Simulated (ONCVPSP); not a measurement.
## What one change does to a pseudopotential (rhodium (Rh), ONCV)

| Item | Value |
| --- | --- |
| Element | rhodium (Rh) |
| Generator | ONCVPSP 4.0.1 |
| Type | optimised norm-conserving Vanderbilt (ONCV) |
| Functional | PBE |
| Relativity | fully relativistic |
| Frozen core | [Ar] 3d10 |
| Valence charge | 17 |
| Reference configuration | 4s2 4p6 4d8 5s1 |
| Partial waves | 4s+5s: rc 1.55 bohr, ncon 4, nbas 8, qcut 6 1/bohr, 2 projectors; 4p: rc 1.70 bohr, ncon 4, nbas 9, qcut 7.4 1/bohr, 1 projector; 4d: rc 1.60 bohr, ncon 3, nbas 7, qcut 10.2 1/bohr, 2 projectors, debl 3.9 Ha |
| Local potential | polynomial inside 1.25 bohr (lpopt 5, dvloc0 4 Ha) |
| Core correction | none |

Open shells are filled in proportion to 2j + 1.

All-electron outer shells of the reference configuration (PBE, scalar-relativistic, ld1.x):

```
shell  level (eV)  outermost node (bohr)  outermost maximum (bohr)
   3d     -300.61                      –                      0.29
   4s      -82.49                   0.47                      0.88
   4p      -50.42                   0.47                      0.94
   4d       -5.94                   0.46                      1.14
   5s       -4.30                   1.19                      2.63
```

Change: all radii scaled by about 0.82 (s 1.28, p 1.40, d 1.32 bohr); local potential polynomial inside 1.02 bohr (lpopt 5, dvloc0 4 Ha).

Cutoffs: the cutoffs (Ha) at which the residual kinetic energy of the hardest occupied pseudo-wave falls to 1 and 0.1 mHa per electron; they do not see the model core or the augmentation charge, which bear on the density cutoff. Errors are all-electron minus pseudo energies relative to the spin-unpolarised reference configuration.

Question: What does the change do?

Answer: The potential gets harder (28 Ha and 62 Ha → 90 Ha and 111 Ha); the bound ghost in p disappears; of the 4 tests that both files solve, the error grows in 0 and shrinks in 3 by more than 15 % and 0.3 meV (median size 2.2 → 0.5 meV). A smaller radius makes the pseudo-wave follow the all-electron one further in, where it bends more sharply, so more plane waves are needed. Less of the atom is replaced, so other configurations are described better.

| quantity | base | changed |
| --- | --- | --- |
| cutoff, loose | 28 Ha | 90 Ha |
| cutoff, tight | 62 Ha | 111 Ha |
| loose cutoff by channel | s 17 Ha, p 17 Ha, d 28 Ha | s 90 Ha, p 16 Ha, d 30 Ha |
| bound ghosts | p3/2 | none |
| GHOST(+) flags under 300 eV | s at 271.9 eV | s at 262.3 eV |
| error for 4s2 4p6 4d8 5s0, meV [ΔE 7.46 eV] | -0.5 | 0.0 |
| error for 4s2 4p6 4d7 5s0, meV [ΔE 26.97 eV] | -3.9 | +1.0 |
| error for 4s2 4p6 4d6 5s0, meV [ΔE 59.47 eV] | -32 | +5.6 |
| error for 4s2 4p6 4d8 5s0.5, meV [ΔE 2.92 eV] | -0.1 | +0.1 |

 A true bound ghost makes a file unfit for plane-wave use even where its test errors are small: the radial tests pick states by their node count and pass the ghost by.
